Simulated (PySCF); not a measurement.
Species: CH₇BF₂GeSi.
Numbering: `[F:1][B:2]([F:3])[SiH2:4][CH2:5][GeH3:6]` (hydrogens: H7, H8 on Si4; H9, H10 on C5; H11, H12, H13 on Ge6)

Structure used (PBE0-D3(BJ)/def2-SVP), in Å, numbered top down from 1:
```
atom  x, y, z in Å
F1     1.2092    1.9772    0.7203
B2     1.9331    0.8789    0.5809
F3     3.2335    1.0240    0.7461
Si4    1.0598   -0.9142    0.1739
C5    -0.5208   -0.7038   -0.8242
Ge6   -1.8378    0.5341   -0.0536
H7     0.7395   -1.5522    1.4924
H8     2.0412   -1.7992   -0.5294
H9    -0.2760   -0.3551   -1.8410
H10   -0.9984   -1.6912   -0.9330
H11   -3.2505    0.1509   -0.5352
H12   -1.7988    0.4591    1.4853
H13   -1.5264    1.9741   -0.4932
```

Method: core-valence-separated Tamm–Dancoff BHandHLYP/aug-pcX-1 (pcseg-1 on H, def2-SVPD on Ge, def2-SVPD on Si) in PySCF, non-relativistic, gas phase, PBE0-D3(BJ)/def2-SVP geometry. The energies are unshifted.

The lowest roots of each edge with f over 0.003 (five at most, numbered afresh; weaker and dark ones are left out), with transition dipoles (au) in the frame of the coordinates:

| root | edge | E (eV) | f | μx | μy | μz |
| --- | --- | --- | --- | --- | --- | --- |
| 1 | C | 285.48 | 0.0179 | 0.0441 | -0.0211 | -0.0133 |
| 2 | C | 285.71 | 0.0267 | 0.0005 | -0.0391 | -0.0478 |
| 3 | C | 285.88 | 0.0304 | -0.0116 | -0.0509 | 0.0402 |
| 4 | C | 286.20 | 0.0218 | -0.0525 | 0.0028 | -0.0187 |
| 5 | C | 286.79 | 0.0049 | 0.0072 | 0.0206 | 0.0150 |
| 6 | F | 684.32 | 0.0174 | -0.0032 | -0.0068 | 0.0313 |
| 7 | F | 684.34 | 0.0175 | 0.0038 | 0.0063 | -0.0315 |
| 8 | F | 687.57 | 0.0068 | 0.0121 | 0.0157 | 0.0032 |
| 9 | F | 687.58 | 0.0065 | 0.0023 | 0.0188 | 0.0052 |
| 10 | B | 188.90 | 0.0903 | -0.0144 | -0.0272 | 0.1362 |
| 11 | B | 193.52 | 0.0060 | -0.0187 | 0.0272 | 0.0134 |
| 12 | B | 193.62 | 0.0088 | 0.0427 | 0.0035 | 0.0041 |
| 13 | B | 194.63 | 0.0103 | -0.0061 | 0.0253 | -0.0384 |
| 14 | B | 194.69 | 0.0210 | 0.0251 | 0.0589 | 0.0175 |

Molecules are fixed in this frame and the field points along z. What effective strengths 3 f cos²θ do the roots have (θ between field and μ)?

root 1 (C5): 0.004, root 2 (C5): 0.048, root 3 (C5): 0.034, root 4 (C5): 0.007, root 5 (C5): 0.005, root 6 (F1/F3): 0.049, root 7 (F1/F3): 0.050, root 8 (F1/F3): 0.001, root 9 (F1/F3): 0.001, root 10 (B2): 0.258, root 11 (B2): 0.003, root 12 (B2): 0.000, root 13 (B2): 0.021, root 14 (B2): 0.004. Root 10 is the strongest. Averaged over all orientations cos²θ is 1/3, which gives f back.

 The BHandHLYP/aug-pcX-1 (pcseg-1 on H, def2-SVPD on Ge, def2-SVPD on Si) calculation is non-relativistic and has no spin–orbit coupling, an omission that weighs most on germanium.

One conformer stands for the species.
